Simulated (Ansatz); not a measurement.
Mulliken charges of `ClB1N[SiH2]1` from PBE/def2-TZVPP in Ansatz (PBE0-D4/def2-TZVP geometry).

| atom | x (Å) | y (Å) | z (Å) | charge (e) |
| --- | --- | --- | --- | --- |
| Cl1 | -0.215 | -2.313 | 1.558 | -0.130 |
| B2 | -0.089 | -0.856 | 0.626 | 0.180 |
| N3 | 0.230 | -0.538 | -0.675 | -0.195 |
| Si4 | -0.108 | 0.996 | 0.121 | 0.097 |
| H5 | 0.494 | -1.014 | -1.525 | 0.153 |
| H6 | -1.295 | 1.732 | -0.385 | -0.053 |
| H7 | 1.044 | 1.926 | 0.234 | -0.053 |

Q: By hand: the dipole of these point charges (1 e Å = 4.8032 D).

A: Σ q r = (0.045, -0.001, -0.172) e Å, of length 0.178 e Å = 0.85 D.

Q: How does the dipole of the full density compare? (An estimate is asked.)

A: Computed: (0.079, 0.096, -0.330) e Å, 1.69 D; the point charges give 0.50 times that, at 16° from its direction.

Point charges leave out the atoms' own dipoles, such as those of lone pairs, and Mulliken's split depends on the basis, so the two needn't agree.
